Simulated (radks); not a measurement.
Values are calculated unless marked as measured or tabulated.
Spherical quantum dot in the effective-mass picture: electrons in a hard-walled sphere of radius 4.67, all in effective atomic units (hartree* = m*/eps^2 hartree, bohr* = eps/m* bohr), one dielectric constant everywhere. Level of theory: non-relativistic Kohn-Sham, LDA (Slater exchange, Perdew-Wang correlation), spin-polarised, spherical densities (a radial shooting solver with Libxc functionals). Levels are named by radial order and angular momentum (1s, 1p, 1d, 2s, ...), and open shells are averaged over m. Results are scaled to m* = 0.188 and eps = 15.8, for which hartree* = 20.49 meV and bohr* = 4.447 nm.

N = 20, configuration 1s2 1p6 1d10 1f(up 2, down 0). This is the lowest configuration that the search found. Occupied and some empty levels:

level,occupation,eigenvalue (meV),<r> (nm)
1s up,1,114.17,14.25
1s down,1,114.55,14.21
1p up,3,116.51,14.71
1p down,3,116.90,14.69
1d up,5,120.63,15.13
1d down,5,121.04,15.12
1f up,2,126.32,15.49
1f down,0,126.75,15.48
2s up,0,131.78,9.301
2s down,0,131.91,9.298
1g up,0,133.45,15.80
1g down,0,133.88,15.79
2p up,0,139.67,10.89
2p down,0,139.85,10.88
2d up,0,149.15,11.89
2d down,0,149.37,11.88

Energy (meV): total 1307.25, kinetic 323.27, external 0, Hartree 1126.2, exchange-correlation -142.26.
